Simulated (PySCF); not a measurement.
From one molecule to another.

First species: C₆H₅NS.
SMILES: `c1cc2[nH]ccc2s1`

Second species: C5H6F2O.
SMILES with atom numbers: `[CH3:1][C@@H:2]1[CH2:3][C@@:4]1([F:5])[C:6](=[O:7])[F:8]` (hydrogens: H9, H10, H11 on C1; H12 on C2; H13, H14 on C3)

Levels: CAM-B3LYP/def2-SVPD for dipole moment, HOMO energy, LUMO energy, HOMO–LUMO gap, static isotropic polarisability and electronic spatial extent ⟨r²⟩ about the centre of nuclear charge; TDDFT CAM-B3LYP/def2-SVPD for lowest singlet excitation; TDA CAM-B3LYP/def2-SVPD for lowest triplet excitation (Tamm–Dancoff); GFN2-xTB for rotational constant A and rotational constant C. Geometries: GFN2-xTB. Each species is one conformer at its optimised geometry, gas phase, non-relativistic unless stated. Electronic properties by PySCF.

Dipoles, sizes and rotational constants follow the conformer. The torsions of the flexible species, by atom-mapped SMILES:
- `[CH3:1][C@@H:2]1[CH2:3][C@@:4]1([F:5])[C:6](=[O:7])[F:8]`: C3–C4–C6–O7 -147°

Task: Which of the two has the higher static isotropic polarisability, and by how much?

Result: The first: 91.0 au against 62.1 au, a difference of 28.9 au.

Task: Which has the higher T1 energy?

Result: The second: 5.49 eV against 3.47 eV, a difference of 2.02 eV.

Task: Which has the higher rotational constant A?

Result: The first: 4.027 GHz against 3.408 GHz, a difference of 0.619 GHz.

Task: Which has the higher dipole moment?

Result: The second: 4.05 D against 2.64 D, a difference of 1.41 D.

Task: Which of the two has the higher ⟨r²⟩, and by how much?

Result: The first: 932 bohr² against 923 bohr², a difference of 9 bohr².

Task: Which has the higher HOMO–LUMO gap?

Result: The second: 10.47 eV against 7.86 eV, a difference of 2.61 eV.

Task: Which has the higher LUMO energy?

Result: The first: 0.86 eV against 0.27 eV, a difference of 0.59 eV.

Task: Which has the higher rotational constant C?

Result: The second: 1.326 GHz against 1.221 GHz, a difference of 0.105 GHz.

On the first: The vertical singlet–triplet gap S1 − T1 is 1.72 eV (TDDFT singlet less Tamm–Dancoff triplet; S1: HOMO→LUMO, weight 0.94; T1: HOMO→LUMO, weight 0.90). A dipole of 2.64 D is allowed in Cs, and pure rotational transitions are dipole-allowed.

On the second: The vertical singlet–triplet gap S1 − T1 is 0.57 eV (TDDFT singlet less Tamm–Dancoff triplet; S1: HOMO−1→LUMO, weight 0.59; T1: HOMO−1→LUMO, weight 0.57). The 8 singlets span 6.06 to 9.17 eV, and their oscillator strengths add up to 0.36.
